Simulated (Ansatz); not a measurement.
One change: `CC[SiH2]O[SiH3]` becomes `CS[SiH2]O[SiH3]`.

Ansatz, PBE0-D4/def2-TZVP geometries, multiplicity 1. Each molecule was computed in one conformer, which needn't be the lowest.

```tsv
property	`CC[SiH2]O[SiH3]`
HOMO–LUMO gap (PBE/def2-TZVPP) / eV	6.03
LUMO energy (ωB97M-V/def2-TZVPP) / eV	1.73
LUMO energy (B3LYP/def2-TZVPP) / eV	-0.14
HOMO energy (B3LYP/def2-TZVPP) / eV	-7.98
size of the dipole moment (ωB97M-V/def2-TZVPP) / D	1.04
LUMO energy (PBE0/def2-TZVPP) / eV	0.07
```

(1) What does the change do to each property? (Estimate.)

Results:

(1) The calculation gave: 
| property | `CS[SiH2]O[SiH3]` | shift |
| --- | --- | --- |
| HOMO–LUMO gap (PBE/def2-TZVPP) / eV | 5.02 | -1.01 |
| LUMO energy (ωB97M-V/def2-TZVPP) / eV | 1.61 | -0.12 |
| LUMO energy (B3LYP/def2-TZVPP) / eV | -0.29 | -0.15 |
| HOMO energy (B3LYP/def2-TZVPP) / eV | -6.94 | 1.04 |
| size of the dipole moment (ωB97M-V/def2-TZVPP) / D | 1.21 | 0.17 |
| LUMO energy (PBE0/def2-TZVPP) / eV | -0.09 | -0.16 |

With PBE0 the HOMO rises by 0.99 eV and the LUMO falls by 0.16 eV, so the gap narrows by about 1.15 eV. PBE moves the HOMO by 0.86 eV and ωB97M-V by 1.04 eV. Dipoles are sizes alone; their direction can turn.

B3LYP here is the variant with VWN-RPA as its local correlation; programs differ in this.
